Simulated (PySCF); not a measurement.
Isomers of C4H13ClOSi2, one GFN2-xTB conformer each. Single-point energies are computed at PBE0/pcSseg-1 (PySCF, gas phase, no added dispersion term), electronic only.

```tsv
SMILES	GFN2-xTB relative energy (kcal/mol)
CC(C)[SiH2]OC[SiH2]Cl	45.5
C[C@H](C[SiH3])CO[SiH2]Cl	34.1
CCCC[Si@H](Cl)O[SiH3]	0.0
C[SiH2]C(C)(C)O[SiH2]Cl	36.2
CCO[Si@H](CCl)[SiH2]C	86.1
CC[Si@@](Cl)(OC)[SiH2]C	59.0
```

Conformers: `[CH3:1][CH:2]([CH3:3])[SiH2:4][O:5][CH2:6][SiH2:7][Cl:8]` with C1–C2–Si4–O5 62°, C2–Si4–O5–C6 180°, Si4–O5–C6–Si7 180°, O5–C6–Si7–Cl8 180°; `[CH3:1][C@H:2]([CH2:3][SiH3:4])[CH2:5][O:6][SiH2:7][Cl:8]` with C1–C2–C3–Si4 180°, C1–C2–C5–O6 -170°, C2–C5–O6–Si7 160°, C5–O6–Si7–Cl8 -177°; `[CH3:1][CH2:2][CH2:3][CH2:4][Si@H:5]([Cl:6])[O:7][SiH3:8]` with C1–C2–C3–C4 180°, C2–C3–C4–Si5 178°, C3–C4–Si5–Cl6 -62°, C4–Si5–O7–Si8 97°; `[CH3:1][SiH2:2][C:3]([CH3:4])([CH3:5])[O:6][SiH2:7][Cl:8]` with C1–Si2–C3–C4 -57°, Si2–C3–O6–Si7 173°, C3–O6–Si7–Cl8 176°; `[CH3:1][CH2:2][O:3][Si@H:4]([CH2:5][Cl:6])[SiH2:7][CH3:8]` with C1–C2–O3–Si4 162°, C2–O3–Si4–C5 -56°, O3–Si4–C5–Cl6 69°, O3–Si4–Si7–C8 -53°; `[CH3:1][CH2:2][Si@@:3]([Cl:4])([O:5][CH3:6])[SiH2:7][CH3:8]` with C1–C2–Si3–Cl4 71°, C2–Si3–O5–C6 71°, C2–Si3–Si7–C8 92°.

**Question.** What does PBE0/pcSseg-1 give for the same structures?

**Answer.** 
```json
{"SMILES": "CCCC[Si@H](Cl)O[SiH3]", "PBE0/pcSseg-1 E (Eh)": "-1274.05546", "PBE0/pcSseg-1 (kcal/mol)": "0.0", "GFN2-xTB (kcal/mol)": "0.0", "point group": "C1"}
{"SMILES": "CC[Si@@](Cl)(OC)[SiH2]C", "PBE0/pcSseg-1 E (Eh)": "-1274.01428", "PBE0/pcSseg-1 (kcal/mol)": "25.8", "GFN2-xTB (kcal/mol)": "59.0", "point group": "C1"}
{"SMILES": "C[SiH2]C(C)(C)O[SiH2]Cl", "PBE0/pcSseg-1 E (Eh)": "-1273.99996", "PBE0/pcSseg-1 (kcal/mol)": "34.8", "GFN2-xTB (kcal/mol)": "36.2", "point group": "C1"}
{"SMILES": "CC(C)[SiH2]OC[SiH2]Cl", "PBE0/pcSseg-1 E (Eh)": "-1273.99023", "PBE0/pcSseg-1 (kcal/mol)": "40.9", "GFN2-xTB (kcal/mol)": "45.5", "point group": "Cs"}
{"SMILES": "C[C@H](C[SiH3])CO[SiH2]Cl", "PBE0/pcSseg-1 E (Eh)": "-1273.98723", "PBE0/pcSseg-1 (kcal/mol)": "42.8", "GFN2-xTB (kcal/mol)": "34.1", "point group": "C1"}
{"SMILES": "CCO[Si@H](CCl)[SiH2]C", "PBE0/pcSseg-1 E (Eh)": "-1273.95673", "PBE0/pcSseg-1 (kcal/mol)": "62.0", "GFN2-xTB (kcal/mol)": "86.1", "point group": "C1"}
```

Both levels put the same isomer lowest; measured from each level's own lowest isomer, the values differ by up to 33.2 kcal/mol (CC[Si@@](Cl)(OC)[SiH2]C: 59.0 against 25.8). As drawn, the highest has an Si–Si bond, which the lowest lacks. Neighbours under 2.5 kcal/mol apart (CC(C)[SiH2]OC[SiH2]Cl and C[C@H](C[SiH3])CO[SiH2]Cl) can change places with a better method, another conformer or zero-point energy.

**Question.** Which frontier levels, dipoles and rotational constants go with these structures?

**Answer.** 
| SMILES | HOMO (eV, PBE0/pcSseg-1) | LUMO (eV) | dipole (D) | A, B, C (MHz) |
| --- | --- | --- | --- | --- |
| CCCC[Si@H](Cl)O[SiH3] | -8.09 | 0.28 | 1.62 | 1978, 474.8, 404.8 |
| CC[Si@@](Cl)(OC)[SiH2]C | -7.45 | -0.39 | 2.46 | 1079, 895.5, 797.3 |
| C[SiH2]C(C)(C)O[SiH2]Cl | -7.79 | 0.44 | 2.61 | 1642, 705.9, 577.7 |
| CC(C)[SiH2]OC[SiH2]Cl | -8.12 | 0.09 | 1.37 | 2822, 401.1, 383.5 |
| C[C@H](C[SiH3])CO[SiH2]Cl | -8.29 | 0.26 | 3.11 | 1773, 668.4, 511.8 |
| CCO[Si@H](CCl)[SiH2]C | -7.52 | -0.28 | 1.27 | 1281, 706.8, 487.1 |
